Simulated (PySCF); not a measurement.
**Two-component Hartree-Fock for Pb⁵¹⁺ (lead, charge +51)**

Start: [Ar] 3d10 4s2 4p1; 4p3/2 filled at m_j = +3/2. Calculated with PySCF 2.14 in an even-tempered Gaussian basis (16 s from 7.7 bohr⁻², ratio 2.8; 13 p from 10 bohr⁻², ratio 2.8; 8 d from 18 bohr⁻², ratio 2.8; 4 f from 41 bohr⁻², ratio 3): generalised Hartree-Fock with the X2C-1e Hamiltonian and a Gaussian nucleus; one run each with spin-orbit coupling (SO) screened by Boettger's factors, then bare. This is a chosen level, not necessarily the ground level.

| spinor shell | electrons | ε, screened SO (eV) | ε, bare SO (eV) | weight of nominal j (bare SO) | rms radius, bare SO (bohr) |
| --- | --- | --- | --- | --- | --- |
| 1s1/2 | 2 | -91294.3 | -91292.1 | 1.000 | 0.0181 |
| 2s1/2 | 2 | -18751.9 | -18751.2 | 1.000 | 0.0729 |
| 2p1/2 | 2 | -18103.0 | -18152.6 | 1.000 | 0.0614 |
| 2p3/2 | 4 | -15901.1 | -15886.6 | 1.000 | 0.0699 |
| 3s1/2 | 2 | -6532.6 | -6532.4 | 1.000 | 0.184 |
| 3p1/2 | 2 | -6247.4 | -6258.8 | 1.000 | 0.175 |
| 3p3/2 | 4 | -5728.3 | -5724.8 | 1.000 | 0.191 |
| 3d3/2 | 4 | -5283.7 | -5293.4 | 1.000 | 0.165 |
| 4s1/2 | 2 | -3128.3 | -3128.3 | 1.000 | 0.382 |
| 4p3/2 | 1 | -2860.2 | -2859.1 | 1.000 | 0.386 |

(1) Where does 3d5/2 lie, and what is the 3d spin-orbit splitting (bare SO)?

```json
{"quantity": "E (hartree)", "screened SO": "-18944.74150", "bare SO": "-18946.85433"}
{"quantity": "M_J", "screened SO": "3/2", "bare SO": "3/2"}
{"quantity": "⟨J²⟩", "screened SO": "3.751", "bare SO": "3.751"}
{"quantity": "⟨L²⟩", "screened SO": "2.093", "bare SO": "2.099"}
{"quantity": "⟨S²⟩", "screened SO": "0.843", "bare SO": "0.849"}
```

Each row is a mean over spinors that exchange with the open shell spreads, by up to 14.979 eV (4s1/2).

Breit and QED terms are absent; they matter most for the inner s and p1/2 levels.

Densities and radii are taken from the X2C orbitals without a picture-change correction, which distorts them close to the nucleus.

Results:

(1) At -5166.9 eV, 126.47 eV above 3d3/2.
